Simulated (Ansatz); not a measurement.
A search over several starts for the lowest SCF solution of B₂H₄F₂⁺, that is diborane 1,2-di F with one electron fewer at the given spin, in a small basis.

```yaml
crystal:
  periodic: [false, false, false]
  atoms:
    - {symbol: B, position_ang: [0.863696, 0.115105, 0.225390]}
    - {symbol: F, position_ang: [1.524118, -0.915323, 0.774974]}
    - {symbol: H, position_ang: [1.389949, 1.163267, 0.033123]}
    - {symbol: H, position_ang: [-0.275876, 0.381559, 0.866792]}
    - {symbol: B, position_ang: [-0.864419, -0.087562, -0.234821]}
    - {symbol: F, position_ang: [-1.468754, -1.266340, -0.022144]}
    - {symbol: H, position_ang: [-1.440534, 0.831064, -0.721417]}
    - {symbol: H, position_ang: [0.271819, -0.221761, -0.921898]}
basis:
  gaussian: {orbitals: def2-SVP}
total_charge: 1
magnetization: {spin_polarized: true, initial_magnetization: 1}
hamiltonian: {xc: pbe0, dispersion: d4}
output: {orbitals: {seedname: orbitals}}
```

```sh
$ ansatz run in.yaml --threads 4 --pin off --events-out ev --progress --plain --max-ram 3916MiB
```

Output, abridged:

```
Functional definition: PBE0
744 factors; integrals over basis functions are off by at most 1.1e-3 eV
mean field evaluation 1: about -6821.8725 eV, gradient 4.6e1 eV
mean field evaluation 2: about -6801.0949 eV, gradient 9.2e1 eV
mean field evaluation 4: about -6828.9228 eV, gradient 2.4e0 eV
mean field evaluation 8: about -6829.1247 eV, gradient 1.3e-1 eV
mean field evaluation 16: about -6829.1249 eV, gradient 9.8e-5 eV
mean field -6829.12485073 eV, -250.9657093172 hartree, gradient 1.9e-5 eV, S^2 0.755431; 2 other end points of the search recorded, 0 dependent functions left out
reference -6829.12487249 eV, -250.9657101169 hartree; 16, 15 occupied and 60, 61 virtual orbitals, 744 factors
Total energy: -6829.18724462 eV, -250.9680022506 hartree
```

Hardware: 4 threads of Arm Neoverse V1 on a shared host. Wall time 1.3 s.
